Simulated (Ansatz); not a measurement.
Mulliken charges of BH5O2Sn, SMILES `O[BH][SnH2][OH]` from PBE/def2-TZVPP in Ansatz (PBE0-D4/def2-TZVP geometry).

```
atom   x (Å)   y (Å)   z (Å)  charge (e)
  O1  -1.053   1.414  -0.626      -0.190
  B2   0.231   1.012  -0.706      -0.079
 Sn3   0.711  -0.913   0.386       0.693
  O4  -0.958  -1.537   1.251      -0.525
  H5  -1.242   2.234  -1.094       0.211
  H6   1.032   1.661  -1.325      -0.013
  H7   1.211  -2.209  -0.617      -0.136
  H8   1.844  -0.763   1.661      -0.135
  H9  -1.687  -0.945   1.054       0.175
```

By hand: the dipole of these point charges (1 e Å = 4.8032 D).

Σ q r = (0.193, 0.513, -0.384) e Å, of length 0.669 e Å = 3.21 D.

How does the dipole of the full density compare? (Best estimate.)

Computed: (-0.050, 0.749, -0.469) e Å, 4.25 D; the point charges give 0.76 times that, at 21° from its direction.

Point charges leave out the atoms' own dipoles, such as those of lone pairs, and Mulliken's split depends on the basis, so the two needn't agree.
